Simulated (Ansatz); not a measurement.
`BB[O][AlH2]` + GeH₄ → `B[BH][GeH3]` + `[OH][AlH2]`  (formal exchange of groups at a B–O bond)

Calculated with Ansatz (gas phase, PBE0-D4/def2-TZVP geometries, no zero-point term in ΔE). CBS: MP2 limit from def2 TZ/QZ plus the TZ coupled-cluster correction, frozen cores. This one scheme is used for every species. Functionals use def2-TZVPP. For Ge outer-core shells are correlated without core-valence functions, which leaves a few kJ/mol of doubt a bond. Scalar relativity is left out up to krypton. One conformer a species, not always the lowest.

```tsv
species	r2SCAN0 energy (Eh)
`BB[O][AlH2]`	-370.32340
GeH₄	-2079.35641
`B[BH][GeH3]`	-2130.18363
`[OH][AlH2]`	-319.45347
```

Q: Work out ΔE.

A: ΔE = (-2130.18363) + (-319.45347) − (-370.32340) − (-2079.35641) = 0.04271 Eh = +26.8 kcal/mol. CCSD(T)/CBS gives +26.7 kcal/mol.

Q: What do rigid-rotor, harmonic-oscillator terms from PBE0-D4/def2-TZVP frequencies (298.15 K, 1 bar) make of the CCSD(T)/CBS value? (Best estimate.)

A: The calculation gave: ΔZPE = +0.9 kcal/mol, ΔH = +27.5 kcal/mol, ΔS = 25 J/(mol·K), ΔG = +25.6 kcal/mol.

Largest T1 diagnostic among the species: 0.014.

In def2-TZVPP, CCSD(T) changes the Hartree–Fock value by −6.5 kcal/mol (the triples alone add −0.6 kcal/mol) and MP2 by −6.3 kcal/mol. Leaving LDA and LC-ωPBE aside and taking each functional with its dispersion term where it has one, the values, not all of them listed here, spread over 6.5 kcal/mol, from PBE-D4 to BHLYP-D4. LDA lies +0.8 kcal/mol from PBE without D4. From BLYP to BHLYP (50 % exact exchange), in def2-TZVPP and without D4, ΔE moves by +3.3 kcal/mol.
